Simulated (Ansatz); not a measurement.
C2H10AlNSi, SMILES `C[CH]([SiH3])[AlH][NH2]`, relaxed with RKS PBE-D4/def2-SVP in the Gaussian-basis code of Ansatz from a rough embedded geometry. The force threshold is 0.03 eV/Å; the program also tests the step.

The species carries charge 0 and has multiplicity 1.

Start:

```xyz
15

C    -0.823    1.318   -0.243
C    -0.645   -0.174   -0.364
Si    0.161   -0.519   -1.989
Al    0.515   -1.002    1.051
N     1.224    0.206    2.449
H     0.121    1.848   -0.196
H    -1.497    1.703   -1.002
H    -1.333    1.483    0.785
H    -1.675   -0.694   -0.345
H     1.457    0.109   -2.090
H     0.297   -1.983   -2.184
H    -0.705   -0.038   -3.114
H     0.817   -2.484    1.162
H     1.695   -0.390    3.131
H     0.392    0.616    2.948
```

Q: By how much does the energy fall, and how many steps does the optimiser take? (Estimate.)

A: Computed: 81.86 kJ/mol, in 7 steps.

Q: Which bonds change most? (Estimate.)

A: The calculation gave: Al4–N5 from 1.979 to 1.788 Å; Al4–H13 from 1.516 to 1.598 Å; Si3–H10 from 1.443 to 1.510 Å; C1–H8 from 1.159 to 1.111 Å.

Q: Give the relaxed structure. (Estimate.)

A: Computed: 
```xyz
15

C    -0.915    1.298   -0.107
C    -0.639   -0.204   -0.336
Si    0.181   -0.535   -2.008
Al    0.416   -1.054    1.105
N     1.016   -0.013    2.428
H     0.028    1.886   -0.083
H    -1.546    1.744   -0.908
H    -1.437    1.489    0.855
H    -1.599   -0.776   -0.373
H     1.553    0.094   -2.066
H     0.344   -2.015   -2.243
H    -0.621    0.040   -3.152
H     0.793   -2.606    1.152
H     1.575   -0.341    3.220
H     0.851    0.993    2.514
```
